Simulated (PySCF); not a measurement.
**Dipole moment and polarisability of `CO/C(F)=C/C(=O)Cl`**

C4H4ClFO2.
Geometry (GFN2-xTB, Å), atoms numbered from 1 in this order:
```
atom  x, y, z in Å
C1     2.2178   -0.1629   -0.6231
O2     0.8306    0.0206   -0.8876
C3    -0.0123   -0.0048    0.1211
F4     0.5433   -0.2114    1.3126
C5    -1.3417    0.1644   -0.0248
C6    -2.2518    0.1312    1.0908
O7    -2.0393   -0.0349    2.2486
Cl8   -3.9250    0.3894    0.5348
H9     2.7071   -0.1030   -1.5919
H10    2.5962    0.6209    0.0367
H11    2.4036   -1.1387   -0.1692
H12   -1.7273    0.3286   -1.0152
```

Level: CAM-B3LYP/def2-SVPD (PySCF), static field, nuclei fixed, core orbitals frozen in the response. The polarisability tensor in these axes (au):

```
x   113.70  -6.26  -8.71
y    -6.26  49.89  -1.42
z    -8.71  -1.42  68.67
```

Question: What are the eigenvalues, a third of the trace, and Δα (Δα² = ½Σ(αi − αj)² over the three pairs)?

Answer: Principal values 49.01, 67.40 and 115.85 au; mean 77.42 au = 11.47 Å³ = 12.76 × 10⁻⁴⁰ C²·m²/J; Δα = 59.81 au (77 % of the mean).

Question: What is the dipole moment, and where does it point?

Answer: (4.93, -0.17, -3.14) D, 5.85 D in size, pointing from the negative to the positive side. Measured along this direction, the outermost atoms are Cl8 at the negative end and H9 at the positive end.

Question: What depolarisation ratio follows for Rayleigh scattering of linearly polarised light, taking the static tensor?

Answer: ρ = 3Δα²/(45ᾱ² + 4Δα²) = 10730.8/(269717 + 14307.7) = 0.0378.

Question: Estimate the molar refractivity from the static electronic polarisability.

Answer: Lorentz–Lorenz: R = (4π/3)N_A α = 2.5225 cm³/(mol·Å³) × 11.47 Å³ = 28.9 cm³/mol, in the limit of long wavelengths.

Question: Form Σ f/ω² (atomic units) for the 8 lowest TDDFT singlets, given as eV and f, and set it beside the mean polarisability, which is this sum over all singlets: 4.81, 0.0001; 5.64, 0.5913; 6.41, 0.0004; 6.66, 0.0135; 6.82, 0.0161; 7.45, 0.0003; 7.91, 0.0237; 8.03, 0.0111.

Answer: They add up to 14.65 au, 18.9 % of the 77.42 au; the largest single term is 13.74 au, from the state at 5.64 eV. Terms in order: 0.00, 13.74, 0.01, 0.23, 0.26, 0.00, 0.28, 0.13 au. Higher excitations give the rest. The strengths listed sum to 0.657.

One conformer (not necessarily the lowest) at the GFN2-xTB geometry, without solvent, vibrations or thermal averaging.
